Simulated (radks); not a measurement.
Task: F-, configuration [Ne]. All-electron calculation, scalar-relativistic Kohn-Sham, LDA (Slater exchange, VWN5 correlation), spin-polarised, spherical densities, finite nucleus; Fermi nuclear charge, rms radius 2.8976 fm; Watson sphere of charge +1.34 and radius 3.69 bohr. Program: a radial shooting solver on a logarithmic mesh with Libxc functionals. Some entries of the table are withheld. Estimate them.

| orbital | occ. | eigenvalue (Ry) | <r^2> (bohr^2) | <1/r> (bohr^-1) |
|---|---|---|---|---|
| 1s | 2 | (1) | 0.04241 | 8.588 |
| 2s | 2 | -1.90241 | (2) | 1.418 |
| 2p | 6 | -0.58931 | (3) | (4) |

Result: 
(1) 1s eigenvalue (Ry): -48.05801
(2) 2s <r^2> (bohr^2): 1.346
(3) 2p <r^2> (bohr^2): 2.391
(4) 2p <1/r> (bohr^-1): 1.163
